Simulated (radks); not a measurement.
Mn XII, 14 electrons, occupied as [Ne] 3s2 3p2 (the NIST ground configuration). Calculated with a radial shooting solver on a logarithmic mesh with Libxc functionals: Dirac Kohn-Sham, LDA (Slater exchange, Perdew-Wang correlation), spin-unpolarised, spherical densities, finite nucleus; open shells fill j = l - 1/2 first; Fermi nuclear charge, rms radius 3.7057 fm.

Spin-orbit splittings of the eigenvalues, e(l+1/2) - e(l-1/2), with zeta = 2 splitting/(2l+1) and mean radii in bohr:

shell	occ.	splitting (eV)	zeta (eV)	<r> j=l-1/2	<r> j=l+1/2
2p	6	10.58	7.050	0.2431	0.2459
3p	2	1.969	1.312	0.7399	0.7448
3d	0	0.3171	0.1268	0.7037	0.7050
4p	0	0.6667	0.4445	1.519	1.526
